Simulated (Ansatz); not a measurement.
Consider the redistribution: `N[SiH](F)BCl` + `[BH2][GeH2][F]` → `B[SiH](F)BCl` + `[NH2][GeH2][F]`.

Computed with Ansatz on PBE0-D4/def2-TZVP structures; ΔE is electronic, products minus reactants. CBS: MP2 limit from def2 TZ/QZ plus the TZ coupled-cluster correction, frozen cores. For Ge outer-core shells are correlated without core-valence functions, which leaves a few kJ/mol of doubt a bond. Scalar relativity is left out up to krypton. One conformer a species, not always the lowest.

```tsv
species	CCSD/def2-TZVPP energy (Eh)
`N[SiH](F)BCl`	-930.47414
`[BH2][GeH2][F]`	-2202.50672
`B[SiH](F)BCl`	-900.50919
`[NH2][GeH2][F]`	-2232.45104
```

Work out ΔE.

ΔE = (-900.50919) + (-2232.45104) − (-930.47414) − (-2202.50672) = 0.02063 Eh = +12.9 kcal/mol. CCSD(T)/CBS gives +13.4 kcal/mol.

Largest T1 diagnostic among the species: 0.014.

From PBE to PBE0 (25 % exact exchange), in def2-TZVPP and without D4, ΔE moves by +1.0 kcal/mol. In def2-TZVPP, CCSD(T) changes the Hartree–Fock value by −1.4 kcal/mol (the triples alone add −0.4 kcal/mol) and MP2 by −0.9 kcal/mol.
